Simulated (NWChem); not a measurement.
CH$_{6}$InN; SMILES [InH2][NH]C

```xyz
9

In     0.0251    -0.6399     0.0000
H     -1.2780    -1.7646     0.0000
H      1.7282    -0.8948     0.0000
N     -0.5287     1.3095     0.0000
C      0.3087     2.4795     0.0000
H     -1.5184     1.5343     0.0000
H      0.1566     3.1231     0.8892
H      0.1566     3.1231    -0.8892
H      1.3722     2.1911     0.0000
```
Atoms are numbered in this order, from 1.

Geometry: optimised at PBE0/def2-SVP. No frequency run checked for a minimum. def2 effective core potentials on In; no spin-orbit coupling.

Symmetry labels are those of Cs in the frame above (b1 and b2, or b-type labels, depend on it).

### Question
List the 4 lowest vertical singlet excitations from B3LYP/def2-SVPD with def2 effective core potentials on In, TDA (NWChem).

### Answer
```
state  energy (eV)  oscillator strength  symmetry  leading excitation (squared amplitude)
-----  -----------  -------------------  --------  --------------------------------------
S1            4.48                0.139        a'                      HOMO → LUMO (0.94)
S2            5.00                0.038        a"                    HOMO → LUMO+1 (0.94)
S3            5.34                0.002        a"                    HOMO → LUMO+2 (0.93)
S4            5.65                0.000        a"                    HOMO−1 → LUMO (1.00)
```
